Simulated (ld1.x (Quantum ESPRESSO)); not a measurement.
Building the TM potential for Cl (BP86, fully relativistic).

chlorine (Cl), norm-conserving Troullier–Martins (Kleinman–Bylander form), made with ld1.x (Quantum ESPRESSO) 7.5 (BP86, fully relativistic). Core [He], reference 2s2 2p6 3s2 3p4.5 (charge +0.5). Waves: 2s (bound): rc 0.60 bohr; 3d channel at 0.4 Ry: rc 0.65 bohr; 2p (bound): rc 0.40 bohr. Local part: the p channel. Core correction: a·sin(br)/r model core inside 0.20 bohr.

Open shells are filled in proportion to 2j + 1 (rel_dist='average').

Occupied shells without a wave of their own: 3p, 3s. They enter only through the test configuration that unscreens the potential, and ld1.x also counts them in the model core charge.

* Largest excitation error: -690 meV (all-electron minus pseudo) for 2s2 2p6 3s2 3p2, out of 7 test configurations

A Bessel basis up to 400 Ry misses an occupied level by 0.37 Ry, so cutoffs and ghosts were not judged. The potential misses its own reference levels by up to 1.1 eV, so it is not fit for use. ld1.x takes every shell without a wave as core, so the model core holds the 3p, 3s electrons as well and exchange and correlation see them twice. This cancels in the reference configuration, but the file is broken for other ones, and its errors say nothing about a proper core correction.
